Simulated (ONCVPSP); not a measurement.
**An all-electron radial function and its pseudo partner (N (Z = 7))**

Columns: radius, all-electron u(r) and pseudo u(r) of the 2p shell (level -10.09 eV) of nitrogen in the configuration [He] 2s2 2p2.75; PBEsol, scalar-relativistic, ONCV scheme, ONCVPSP 4.0.1.

```json
{"r (bohr)": "0.072", "all-electron": "0.0425", "pseudo": "0.0172"}
{"r (bohr)": "0.145", "all-electron": "0.1364", "pseudo": "0.0680"}
{"r (bohr)": "0.217", "all-electron": "0.2458", "pseudo": "0.1462"}
{"r (bohr)": "0.290", "all-electron": "0.3561", "pseudo": "0.2462"}
{"r (bohr)": "0.362", "all-electron": "0.4557", "pseudo": "0.3560"}
{"r (bohr)": "0.435", "all-electron": "0.5434", "pseudo": "0.4687"}
{"r (bohr)": "0.507", "all-electron": "0.6160", "pseudo": "0.5726"}
{"r (bohr)": "0.580", "all-electron": "0.6758", "pseudo": "0.6635"}
{"r (bohr)": "0.652", "all-electron": "0.7215", "pseudo": "0.7348"}
{"r (bohr)": "0.725", "all-electron": "0.7556", "pseudo": "0.7868"}
{"r (bohr)": "0.798", "all-electron": "0.7786", "pseudo": "0.8189"}
{"r (bohr)": "0.870", "all-electron": "0.7919", "pseudo": "0.8329"}
{"r (bohr)": "0.942", "all-electron": "0.7972", "pseudo": "0.8329"}
{"r (bohr)": "1.015", "all-electron": "0.7957", "pseudo": "0.8223"}
{"r (bohr)": "1.088", "all-electron": "0.7886", "pseudo": "0.8053"}
{"r (bohr)": "1.160", "all-electron": "0.7772", "pseudo": "0.7857"}
{"r (bohr)": "1.232", "all-electron": "0.7621", "pseudo": "0.7653"}
{"r (bohr)": "1.305", "all-electron": "0.7440", "pseudo": "0.7447"}
{"r (bohr)": "1.378", "all-electron": "0.7237", "pseudo": "0.7237"}
{"r (bohr)": "1.450", "all-electron": "0.7020", "pseudo": "0.7020"}
{"r (bohr)": "1.522", "all-electron": "0.6791", "pseudo": "0.6791"}
{"r (bohr)": "1.595", "all-electron": "0.6552", "pseudo": "0.6552"}
{"r (bohr)": "1.668", "all-electron": "0.6307", "pseudo": "0.6307"}
{"r (bohr)": "1.740", "all-electron": "0.6064", "pseudo": "0.6064"}
{"r (bohr)": "1.812", "all-electron": "0.5821", "pseudo": "0.5821"}
{"r (bohr)": "1.885", "all-electron": "0.5576", "pseudo": "0.5576"}
```

(1) How many radial nodes do the two functions have?

(2) At about which radius was the pseudo-wave matched?

(3) Where does each function peak?

(4) Is the pseudo-wave norm-conserving?

Results:

(1) The all-electron 2p function has n − l − 1 = 0; the pseudo-wave has 0.

(2) 1.45 bohr, where the columns begin to agree (steps of 0.07 bohr).

(3) Outermost all-electron maximum near 0.94 bohr, pseudo maximum near 0.87 bohr (to the table’s step).

(4) Yes: the ONCV scheme keeps the norm inside the radius equal to the all-electron one, which fixes the energy derivative of the logarithmic derivative at the level.
